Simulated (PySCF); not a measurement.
# AsF₃ + O₂ → AsO₂F + F₂

Level: PBE0 in the def2-TZVP basis family, all electrons, no relativity, computed in PySCF with density fitting; open shells unrestricted.

```csv
species,state and structure,ZPE (kJ/mol),H(298 K) − H(0) (kJ/mol),S° (J/(mol K))
AsF₃,"singlet, C3v, As–F 1.715 Å (×3); F–As–F 95.9° (×3)",18.0,14.2,289.0
O₂,"triplet, D∞h, O–O 1.193 Å",10.3,8.7,204.9
AsO₂F,"singlet, C2v, As–F 1.699 Å, As–O 1.594 Å (×2); F–As–O 110.7° (×2), O–As–O 138.6°",22.1,13.8,288.0
F₂,"singlet, D∞h, F–F 1.376 Å",6.6,8.7,201.9
```

Question: Is the gas-phase reaction uphill or downhill in electronic energy at this level, and by how much?

Answer: At PBE0/def2-TZVP, ΔE = 486.6 kJ/mol, uphill. 

Question: Add zero-point, thermal and entropy terms for 298.15 K and 1 bar.

Answer: ΔZPE = 0.4 and Δ[H(298) − H(0)] = -0.4 kJ/mol give ΔH° = 486.6 kJ/mol. ΔS° = -4.0 J/(mol K), so ΔG° = 486.6 − 298.15 × (-0.0040) = 488 kJ/mol.

Each species is the lowest minimum found with this bonding; other isomers or fragments can lie lower.
